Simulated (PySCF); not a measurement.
# How the functional moves excitation energies

Species: C5H3F3.
SMILES: `F[C@H]1C23[C@H](F)C12[C@H]3F`

Linear-response calculations in the def2-SVPD basis (PySCF; singlets by full response, triplets Tamm–Dancoff, core orbitals frozen in the response; HF means time-dependent Hartree–Fock). 'Strongest' is the level of largest summed f among the singlets computed (10 roots, of which the last may lack a degenerate partner); it can jump between rows when another state enters that window. S1 is the lowest singlet of each run and needn't be the same state throughout; f(S1) is that of one state. Isolated species at its PBE0-D3(BJ)/def2-SVP geometry, gas phase.

```csv
functional,kind,S1 (eV),f(S1),strongest (eV),T1 (eV),HOMO (eV),gap (eV),"ionisation energy, ΔSCF (eV)"
LDA,LDA,6.72,0.030,7.44,4.84,-7.56,5.62,10.92
PBE,GGA,6.71,0.031,7.49,4.72,-7.41,5.71,10.66
B3LYP,"global hybrid, 20% exact exchange",7.10,0.033,7.57,4.64,-8.41,7.31,10.78
PBE0,"global hybrid, 25% exact exchange",7.29,0.035,7.74,4.64,-8.62,7.83,10.71
CAM-B3LYP,range-separated hybrid,7.31,0.036,7.63,4.59,-9.94,10.14,10.81
wB97X-D,range-separated hybrid,7.33,0.036,7.67,4.72,-10.44,11.40,10.68
LC-wPBE,range-separated hybrid,7.49,0.043,7.79,4.54,-11.26,12.62,10.80
HF,Hartree–Fock,7.80,0.445,7.80,4.14,-11.21,13.79,not settled
```

**Question.** What does BHandHLYP (global hybrid, 50% exact exchange) give?

**Answer.** S1 (eV) 7.62, f(S1) 0.038, strongest (eV) 7.74, T1 (eV) 4.52, HOMO (eV) -9.68, gap (eV) 9.81, ionisation energy, ΔSCF (eV) 10.61. S1 runs from 6.71 eV (PBE) to 7.80 eV (HF), a spread of 1.08 eV, while the orbital gap spreads over 8.2 eV. Along PBE (0%), B3LYP (20%), PBE0 (25%), BHandHLYP (50%), HF (100%) S1 rises with the share of exact exchange. −ε(HOMO) comes closest to its own ΔSCF ionisation energy with wB97X-D (-0.24 eV) and misses most with LDA (-3.37 eV). 'Not settled' means that the ion's SCF failed to converge or may have ended in another state than the lowest.

Without π bonds the low states are Rydberg-like; a valence basis with one diffuse set may place them up to an eV too high.
